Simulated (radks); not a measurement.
Results of a calculation; reference values are marked as such.
Question: Species: Fe2+. Configuration: [Ar] 3d6. Level of theory: non-relativistic Kohn-Sham, LDA (Slater exchange, Perdew-Wang correlation), spin-polarised, spherical densities, point nucleus; open shells are filled with parallel spins first (a radial shooting solver on a logarithmic mesh with Libxc functionals). Some entries of the table are withheld. Estimate them.

| orbital | occ. | eigenvalue (Ry) | r(max) (bohr) | <1/r> (bohr^-1) |
|---|---|---|---|---|
| 1s up | 1 | -509.7757 | 0.03902 | 25.47 |
| 1s down | 1 | -509.7747 | 0.03902 | 25.47 |
| 2s up | 1 | -60.49143 | 0.2258 | 5.448 |
| 2s down | 1 | -60.33794 | 0.2256 | 5.456 |
| 2p up | 3 | -52.45083 | 0.1810 | 5.409 |
| 2p down | 3 | -52.33395 | 0.1808 | 5.416 |
| 3s up | 1 | -8.18738 | 0.7088 | 1.723 |
| 3s down | 1 | -7.87875 | 0.7098 | 1.714 |
| 3p up | 3 | (1) | 0.7158 | 1.600 |
| 3p down | 3 | (2) | 0.7175 | 1.589 |
| 3d up | 5 | -2.02733 | 0.7026 | 1.255 |
| 3d down | 1 | -1.75222 | 0.7121 | 1.218 |
| 4s up | 0 | -1.51120 | 2.154 | 0.5322 |
| 4s down | 0 | -1.41533 | 2.218 | 0.5110 |
| 4p up | 0 | -1.07054 | 2.509 | 0.4478 |
| 4p down | 0 | -1.00274 | 2.617 | 0.4252 |

Answer: 
(1) 3p up eigenvalue (Ry): -5.83953
(2) 3p down eigenvalue (Ry): -5.53774
